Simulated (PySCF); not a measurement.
Correlation energy of O⁺ (oxygen, charge +1)

[He] 2s2 2p3, high-spin 4S determinant. All numbers are calculated (PySCF 2.14, no relativity, point nucleus, in cc-pVTZ (4s3p2d1f, 30 functions)). Frozen: 1s2; 5 electrons correlated.

MP2 pair energies summed by pair of shells (mhartree):

| pair | energy | share (%) |
| --- | --- | --- |
| 2s-2p | -64.12 | 65.7 |
| 2p-2p | -23.47 | 24.0 |
| 2s-2s | -10.05 | 10.3 |

Total MP2 correlation energy: -97.64 mhartree.

Same-spin part -29.15 and opposite-spin part -68.49 mhartree; SCS-MP2 scales them by 1/3 and 6/5 to -91.90 mhartree.

| level | correlation energy (mhartree) |
| --- | --- |
| CCSD | -112.70 |
| (T) | -1.60 |
| CCSD(T) | -114.30 |

Diagnostics: T1 = 0.0040, D1 = 0.0090, largest double amplitude 0.036.

Q: Is a single reference adequate?

A: Yes: T1 lies below 0.03 and no double amplitude reaches 0.07.
